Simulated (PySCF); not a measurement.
# Finite-field polarisability of O (oxygen, neutral)

[He] 2s2 2p4, high-spin 3P determinant. All numbers are calculated (PySCF 2.14, the non-relativistic Hamiltonian (point nucleus), in aug-cc-pVTZ (5s4p3d2f, 46 functions)). Frozen: 1s2. Energy changes in a uniform field (μhartree):

| axis | F (au) | HF | MP2 | CCSD | CCSD(T) |
| --- | --- | --- | --- | --- | --- |
| x | 0.0067 | -99.008 | -104.794 | -104.728 | -105.678 |
| x | 0.0134 | -396.125 | -419.302 | -419.041 | -422.847 |
| y | 0.0063 | -98.937 | -108.430 | -109.652 | -111.323 |
| y | 0.0126 | -396.104 | -434.168 | -439.079 | -445.791 |

By symmetry the remaining axis equals x.

(1) Derive α along x at CCSD(T) from the two fields.

(2) And the mean polarisability at each level?

## Answers

(1) With ΔE = −αF²/2 − γF⁴/24, α = −(16 ΔE(F) − ΔE(2F))/(6F²) = 4.708 bohr³.

(2) The components xx, yy, zz at CCSD(T) are 4.708, 5.608, 4.708, the third axis being equal by symmetry to one of the two computed. Means: HF 4.602, MP2 4.933, CCSD 4.951, CCSD(T) 5.008 bohr³. Reference: 5.3 ± 0.2 bohr³ (recommended; Schwerdtfeger and Nagle, table of static dipole polarizabilities (2023 update)).
